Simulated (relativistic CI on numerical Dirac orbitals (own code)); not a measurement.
# Electric-dipole lines of Sm LIV

Calculated at this level of theory: Dirac-Coulomb-Breit CI, KLI orbitals optimised for each configuration, a model potential for QED, unscaled Slater integrals (own radial code, finite nucleus).

CI space (outside the closed core 1s2): 2s²2p⁵, 2s2p⁶, 2p⁶3s, 2p⁶3p, 2p⁶3d, 2s²2p⁴3s, 2s²2p⁴3p, 2s²2p⁴3d, 2s2p⁵3s, 2s2p⁵3p, 2s2p⁵3d, 2s²2p⁴4s, 2s²2p⁴4p, 2s²2p⁴4d, 2s²2p⁴4f, 2s2p⁵4s, 2s²2p³3s², 2s2p⁵4p, 2s2p⁵4d, 2s2p⁵4f, 2s²2p³3s3p, 2s²2p⁴5s, 2s²2p⁴5p, 2s²2p⁴5d, 2s²2p³3s3d, 2s²2p⁴5f, 2s²2p⁴5g, 2s²2p³3p², 2s²2p³3p3d, 2s2p⁴3s², 2s²2p³3d², 2s2p⁴3s3p, 2s2p⁴3s3d, 2s2p⁴3p², 2s2p⁵5s, 2s2p⁵5p. Levels of other configurations are missing.

```csv
λ vac (Å),Lower,Upper,A (s⁻¹),log gf,S velocity/length
1.7991,2s²2p⁵ ²P°1/2 [2],2s²2p⁴3d ²D3/2 [93],7.90e+14,0.19,1.00
1.8046,2s²2p⁵ ²P°3/2 [1],2s2p⁵3p ⁴P3/2 [50],4.84e+14,-0.02,0.99
1.8049,2s²2p⁵ ²P°3/2 [1],2s²2p⁴3d ²F5/2 [49],5.30e+14,0.19,1.00
1.8087,2s2p⁶ ²S1/2 [3],2s2p⁵3d ²P°3/2 [106],7.26e+14,0.15,0.98
1.8095,2s²2p⁵ ²P°3/2 [1],2s²2p⁴3d ⁴F5/2 [47],3.52e+14,0.02,1.00
1.9614,2s²2p⁵ ²P°3/2 [1],2s²2p⁴3d ²D5/2 [25],5.41e+14,0.27,1.00
1.9630,2s²2p⁵ ²P°1/2 [2],2s²2p⁴3d ²P1/2 [61],1.19e+15,0.14,1.00
1.9644,2s²2p⁵ ²P°1/2 [2],2s²2p⁴3d ²D3/2 [60],1.27e+15,0.47,1.00
1.9678,2s2p⁶ ²S1/2 [3],2s2p⁵3d ²P°3/2 [87],1.03e+15,0.38,0.98
1.9690,2s²2p⁵ ²P°3/2 [1],2s²2p⁴3d ²P3/2 [24],8.88e+14,0.31,0.99
1.9698,2s²2p⁵ ²P°3/2 [1],2s²2p⁴3d ²D5/2 [23],7.13e+14,0.40,1.00
1.9816,2s2p⁶ ²S1/2 [3],2s2p⁵3d ²P°1/2 [84],1.30e+15,0.18,0.98
5.8063,2s²2p⁴3p ⁴D°7/2 [11],2s²2p⁴4d ⁴F9/2 [129],6.02e+13,0.48,1.00
6.0686,2s²2p⁴3d ⁴D5/2 [16],2s²2p⁴4f ²G°7/2 [135],8.35e+13,0.57,0.99
6.0757,2s²2p⁴3d ²F7/2 [17],2s²2p⁴4f ²G°9/2 [134],1.13e+14,0.80,1.00
6.1603,2s²2p⁴3d ²G9/2 [57],2s²2p⁴4f ²H°11/2 [189],1.21e+14,0.92,1.00
6.1624,2s²2p⁴3d ²F7/2 [19],2s²2p⁴4f ²G°9/2 [141],1.06e+14,0.78,0.99
6.1657,2s²2p⁴3d ⁴F9/2 [20],2s²2p⁴4f ⁴G°11/2 [140],1.21e+14,0.92,1.00
6.1905,2s²2p⁴3d ²D5/2 [25],2s²2p⁴4f ²F°7/2 [147],1.15e+14,0.72,0.99
6.2580,2s²2p⁴3d ²D5/2 [23],2s²2p⁴4f ²F°7/2 [142],8.69e+13,0.61,0.99
```

Terms are leading LS components. Brackets give the number of a level in order of energy, since labels repeat. The list gives strong lines, with weight on those to low levels, among the lowest 400 of 1235 levels, so that lines to higher ones, which can be the strongest, are missing. Levels whose partners in the same complex of configurations lie outside the list can be far off, and so can their lines. Rates are taken at the computed energies, electric ones in the length gauge. A velocity-to-length ratio far from 1 marks an uncertain rate.

At this charge energies of transitions that change n are usually good to better than 1 %, and those within a shell (Δn = 0) to a few per cent.

LS names give the leading component of a level, which can be under half, so a name can repeat, a term be missing and a line seem to break the LS rules.
